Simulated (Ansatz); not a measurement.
Mulliken charges of `[CH3][Hf]([OH])([F])[Br]` from B3LYP/def2-TZVPP in Ansatz (PBE0-D4/def2-TZVP geometry).

| atom | x (Å) | y (Å) | z (Å) | charge (e) |
| --- | --- | --- | --- | --- |
| C1 | -0.836 | -0.280 | 1.096 | -0.466 |
| Hf2 | 0.172 | -0.041 | -0.845 | 1.017 |
| O3 | 1.898 | 0.624 | -0.425 | -0.418 |
| F4 | 0.246 | -1.789 | -1.589 | -0.338 |
| Br5 | -1.221 | 1.549 | -2.216 | -0.294 |
| H6 | -1.849 | -0.676 | 0.960 | 0.106 |
| H7 | -0.294 | -0.968 | 1.754 | 0.101 |
| H8 | -0.922 | 0.680 | 1.618 | 0.104 |
| H9 | 2.806 | 0.901 | -0.353 | 0.187 |

Question: By hand: the dipole of these point charges (1 e Å = 4.8032 D).

Answer: Σ q r = (0.250, 0.047, 0.377) e Å, of length 0.455 e Å = 2.19 D.

Question: How does the dipole of the full density compare? (Estimate.)

Answer: Computed: (0.462, 0.103, 0.277) e Å, 2.63 D; the point charges give 0.83 times that, at 26° from its direction.

Point charges leave out the atoms' own dipoles, such as those of lone pairs, and Mulliken's split depends on the basis, so the two needn't agree.

B3LYP here is the variant with VWN-RPA as its local correlation; programs differ in this.
